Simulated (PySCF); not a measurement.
Gas-phase reaction: GeF4 + Ge2O2 = 2 GeF2 + GeO2

Energies from PySCF, thermal terms from the rigid-rotor harmonic-oscillator model, ideal gas at 1 bar. † marks an energy on the PBE0/def2-TZVP geometry and frequencies; other levels use their own. MP2 and CCSD(T) freeze the core. All species are closed-shell singlets. Ge: all electrons, no relativistic terms. Ge2O2, GeO2: computed as isolated molecules; such fragments, hydroxides, amides, oligomers or adducts are transient or little studied in the gas. MP2 isn't extrapolated to the basis-set limit; its ΔH°(298 K) is 348.1 kJ in def2-SVP and 351.9 kJ in def2-TZVPP. CCSD(T) isn't extrapolated to the basis-set limit; its ΔH°(298 K) is 348.3 kJ in def2-SVP and 361.2 kJ in def2-TZVPP. The harmonic model lacks anharmonicity and excited electronic states, which grow with temperature; levels with a mode under 35 cm⁻¹ are left out. Warning, large T1 diagnostic: GeO2 (CCSD(T)/def2-SVP†, CCSD(T)/def2-TZVPP†).

```tsv
level	ΔE electronic, kJ	ΔH°(298 K), kJ	ΔS°(298 K), J/K	ΔG°(1200 K), kJ
CCSD(T)/def2-SVP†	354	348	186	132
CCSD(T)/def2-TZVPP†	367	361	186	145
MP2/def2-TZVPP†	358	352	186	136
PBE/def2-TZVP†	276	270	186	54
PBE0/def2-TZVP	344	338	186	122
LDA/def2-TZVP†	342	336	186	120
```
ΔH° is lowest at PBE/def2-TZVP† and highest at CCSD(T)/def2-TZVPP†. No reference value is set beside these.
